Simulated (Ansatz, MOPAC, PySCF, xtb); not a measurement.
Complex: H2O (SMILES O) (first 3 atoms) with AsH3 (SMILES [AsH3]); geometry from B3LYP-D3(BJ)/def2-TZVP, rigid monomers moved along the line of their centres of mass till H3···As4 is 3.10 Å.
(charge 0, multiplicity 1):
```xyz
7

O     -0.04880     0.63244    -0.59994
H     -0.91007     0.30572    -0.87873
H     -0.00101     0.43945     0.34583
As     0.26862    -0.57358     3.26372
H     -0.16111     0.11631     4.54979
H      1.68290    -0.81705     3.76704
H     -0.22176    -1.93544     3.73323
```

Monomers are frozen at their geometry in the pair; levels with a basis set take the counterpoise correction. Rows marked so take none.

Frozen-core correlation. Filled d and f shells under p-block atoms count as core. CBS: X⁻³ extrapolation of the correlation energy, Hartree–Fock from the larger set. Rows in 6-31G* carry no dispersion term and start afresh at each structure (6-31G* with six Cartesian d functions); the Pople sets are all-electron and without relativity. The state reached by PM7 isn't checked; PM7 holds dispersion and hydrogen-bond terms.

Codes used: Ansatz (a program for electronic structure); MOPAC for PM7 (differences of heats of formation); PySCF for 6-31G* rows, the dispersion terms; xtb for the GFN methods. Each number belongs to the level named beside it.

```
level                                  interaction energy (kJ/mol)
-------------------------------------  ---------------------------
GFN-FF                                                        -7.2
PM7                                                           -2.9
GFN1-xTB                                                      -4.5
HF/6-31G*                                                     -4.6
B3LYP-D3(BJ)/def2-TZVPPD                                      -8.2
PBE0-D3(BJ)/def2-TZVPPD                                       -8.8
M06-2X/6-31G* (no counterpoise)                               -7.9
CCSD/aug-cc-pVDZ                                               ___
CCSD(T)/CBS(aug-cc-pVDZ, aug-cc-pVTZ)                         -7.6
```

Problem. Some entries are withheld; supply them.

Solution. 
- CCSD/aug-cc-pVDZ, interaction energy (kJ/mol): -6.0
